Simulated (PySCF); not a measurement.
## Ta(OH)2: double against triple zeta

Base calculation in PySCF with density fitting and no spin–orbit coupling, PBE0/def2-SVP (scalar-relativistic core potentials): quartet, D∞h, O–H 0.955 Å (×2), Ta–O 1.897 Å (×2); wavenumbers 61 (×2), 443 (×2), 497 (×2), 701, 745, 4037, 4040 cm⁻¹; polar-tensor charge of Ta 0.89 e, atomisation energy (no zero-point energy) 1911 kJ/mol.

Q: What changes on going to PBE0/def2-TZVP (scalar-relativistic core potentials)?

A: The point group stays the same. Changes: mean bond to Ta -0.007 Å, highest wavenumber -15 cm⁻¹, lowest wavenumber +7 cm⁻¹, polar-tensor charge of Ta +0.03 e, atomisation energy (no zero-point energy) +3 kJ/mol. The new structure has O–H 0.951 Å (×2), Ta–O 1.890 Å (×2), with wavenumbers 68 (×2), 377 (×2), 437 (×2), 691, 739, 4023, 4025 cm⁻¹. The larger basis shortens the bonds, as added polarisation functions usually do.

Spin–orbit coupling can matter for Ta(OH)₂ and is left out. Open d or f shells are single determinants, so the state found may not be the ground state. Only the bonding shown was studied: isomers, or loss of a ligand pair, can lie lower.
